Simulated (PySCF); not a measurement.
Adding and removing an electron: HgP

r²SCAN; PySCF, scalar-relativistic core potentials, basis sets Hg def2-SVPD with ECP60, P def2-SVPD. Neutral (UKS): quartet (σ ↑, π ↑↑), Re = 2.864 Å, ωe = 90.6 cm⁻¹, De = 0.15 eV, HOMO -5.50 eV, LUMO -3.30 eV.

HgP⁺ (UKS): triplet (π ↑↑), Re = 2.448 Å, ωe = 264 cm⁻¹, De = 2.51 eV to Hg⁺ + P. The energies at the minima are -494.71183 hartree for HgP and -494.41897 for HgP⁺.

Question: Work out the adiabatic ionisation energy, without and with harmonic zero-point energies (1 hartree = 27.2114 eV, 1 eV = 8065.5 cm⁻¹), and the change of the bond length.

Answer: At r²SCAN: 0.29286 hartree = 7.969 eV between the minima; the zero-point term (264.0 − 90.6)/2 cm⁻¹ = +0.011 eV makes it 7.980 eV. Re changes by -41.6 pm against the neutral. The electron leaves a σ orbital, and the shorter bond of the ion fits an antibonding orbital, or a change in how ionic the bond is.

Weak bonds: HgP. Basis-set superposition, not corrected here, can be much of De in a small basis, most of all at correlated wavefunction levels. Spin–orbit coupling is left out, which matters for elements this heavy, above all for dissociation energies. For an ion De counts to the pair picked by the measured ionisation energies or electron affinities, which need not be the lowest pair at this level. States were picked by a PBE0 search and need not be the measured ground states.
